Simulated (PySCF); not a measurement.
Si(H)(SiH3) anion (H₄Si₂), SMILES [SiH][SiH3] (connectivity only; charge and spin as stated), charge -1, multiplicity 2. Geometry optimised at PBE0-D3(BJ)/def2-TZVPD. The multiplicity is an assumed one; other spin states were not compared. The isomer is the one that the SMILES or the coordinates give; other isomers of the formula were not compared.

Level of theory: PBE0-D3(BJ)/def2-TZVPD in PySCF.

Harmonic wavenumbers (cm⁻¹): 187, 380, 401, 428, 690, 898, 941, 945, 1908, 2032, 2048, 2076. Rotational constants (GHz): 64.25, 5.476, 5.341; symmetry number 1.

Task: Work out the zero-point energy and the ideal-gas rigid-rotor harmonic-oscillator thermochemistry at 298.15 K and 1 atm.

Result: ZPE = ½ Σ hcν = ½ × 12935 cm⁻¹ = 77.37 kJ/mol. H − E(el) = 91.93 kJ/mol. Entropy in J/(mol K): translation 159.85, rotation 94.82, vibration 24.36, spin 5.76, total 284.80. G − E(el) = 7.01 kJ/mol. Cp = 68.95 J/(mol K).
